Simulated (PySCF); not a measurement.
# Excited states of N⁵⁺ (nitrogen, charge +5)

Ground state 1s2, ¹S. Computed with PySCF 2.14 in aug-cc-pVTZ, with the non-relativistic Hamiltonian (point nucleus). Vertical excitation energies in eV without spin-orbit coupling; excited terms of each kind are numbered among those the solver found. Frozen: nothing.

```tsv
term	leading excitation	EOM-EE-CCSD
1 3S	1s → s	419.26
1 3P°	1s → p	425.78
1 1S	1s → s	425.86
1 1P°	1s → p	430.13
2 3S	1s → s	494.32
2 1S	1s → s	496.01
2 3P°	1s → p	496.25
1 3D	1s → d	496.98
1 1D	1s → d	497.01
2 1P°	1s → p	497.65
2 3D	1s → d	521.06
2 1D	1s → d	521.08
1 3F°	1s → f	523.52
1 1F°	1s → f	523.52
```

Only the lower part of the computed list is shown. Doubly excited terms such as np² are absent. The solver can miss terms.
